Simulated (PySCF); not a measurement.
hydrogen iodide (HI), singlet, at a GFN2-xTB geometry (core potentials on I).

The PySCF input:
```python
from pyscf import gto, scf, dft

mol = gto.M(
    atom='''
I    -0.00000000   -0.00000000   -0.02909860
H     0.00000000    0.00000000    1.54222583
''',
    basis='def2-svpd',
    ecp={'I': 'def2-svpd'},
    verbose=4,
)

mf = dft.RKS(mol)
mf.xc = 'revpbe'
mf = mf.density_fit(auxbasis='def2-universal-jkfit')
mf.kernel()
```

Task: What does this run give for the Mulliken (on the basis functions themselves) charges in atom order, HOMO energy, nuclear repulsion energy, HOMO-LUMO gap?

Result: 
```
Property                                                                        Value
------------------------------------------------------------------  -----------------
Mulliken (on the basis functions themselves) charges in atom order  I1 -0.09, H2 0.09
HOMO energy                                                                  -6.75 eV
nuclear repulsion energy                                                    8.4193 Eh
HOMO-LUMO gap                                                                 5.22 eV
```
